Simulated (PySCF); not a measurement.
A side-by-side comparison of computed properties.

First species: C₆H₉O₂ (charge +1).
SMILES: `C=C[C@H]1CO[C+](C)O1`

Second species: C4H4NOP.
SMILES: `N#CCCP=C=O`

Levels: B3LYP/def2-SVPD for HOMO energy, LUMO energy, HOMO–LUMO gap, static isotropic polarisability and electronic spatial extent ⟨r²⟩ about the centre of nuclear charge; TDDFT B3LYP/def2-SVPD for lowest singlet excitation; TDA B3LYP/def2-SVPD for lowest triplet excitation (Tamm–Dancoff); GFN2-xTB for rotational constant A and rotational constant C. Geometries: GFN2-xTB. Each structure is a single optimised conformer of the isolated species, non-relativistic unless stated; the electronic structure was computed with PySCF and density fitting.

Dipoles, sizes and rotational constants follow the conformer. The torsions of the flexible species, by atom-mapped SMILES:
- `[CH2:1]=[CH:2][C@H:3]1[CH2:4][O:5][C+:6]([CH3:7])[O:8]1`: C1–C2–C3–C4 128°
- `[N:1]#[C:2][CH2:3][CH2:4][P:5]=[C:6]=[O:7]`: C2–C3–C4–P5 69°, C3–C4–P5–C6 -78°

Values for the first species:

```
HOMO energy                                                       : -12.11 eV
LUMO energy                                                       : -6.73 eV
HOMO–LUMO gap                                                     : 5.38 eV
Lowest singlet excitation                                         : 4.61 eV
Lowest triplet excitation (Tamm–Dancoff)                          : 4.27 eV
Static isotropic polarisability                                   : 72.8 au
Electronic spatial extent ⟨r²⟩ about the centre of nuclear charge : 1040 bohr²
Rotational constant A                                             : 4.919 GHz
Rotational constant C                                             : 1.149 GHz
```

**Question.** Estimate the same properties for the second species, and the change in each.

**Answer.** 
```tsv
property	first	second	second less first
HOMO energy	-12.11 eV	-6.67 eV	+5.44 eV
LUMO energy	-6.73 eV	-2.39 eV	+4.34 eV
HOMO–LUMO gap	5.38 eV	4.28 eV	-1.10 eV
lowest singlet excitation	4.61 eV	2.82 eV	-1.79 eV
lowest triplet excitation (Tamm–Dancoff)	4.27 eV	2.48 eV	-1.79 eV
static isotropic polarisability	72.8 au	77.2 au	+4.4 au
electronic spatial extent ⟨r²⟩ about the centre of nuclear charge	1040 bohr²	882 bohr²	-158 bohr²
rotational constant A	4.919 GHz	2.785 GHz	-2.134 GHz
rotational constant C	1.149 GHz	1.277 GHz	+0.128 GHz
```

On the first: The vertical singlet–triplet gap S1 − T1 is 0.34 eV (TDDFT singlet less Tamm–Dancoff triplet; S1: HOMO→LUMO, weight 0.99; T1: HOMO→LUMO, weight 0.61, beside HOMO→LUMO+1, weight 0.32). The polarisability is 10.79 Å³ as a volume (1 au = 0.148185 Å³), or 1.21 au for each of the 60 electrons.

On the second: The vertical singlet–triplet gap S1 − T1 is 0.34 eV (TDDFT singlet less Tamm–Dancoff triplet; S1: HOMO→LUMO, weight 0.99; T1: HOMO→LUMO, weight 0.99). 1 of the 8 computed singlets lies in the visible range (750 to 380 nm, 1.65 to 3.26 eV), with an oscillator strength of 0.001.
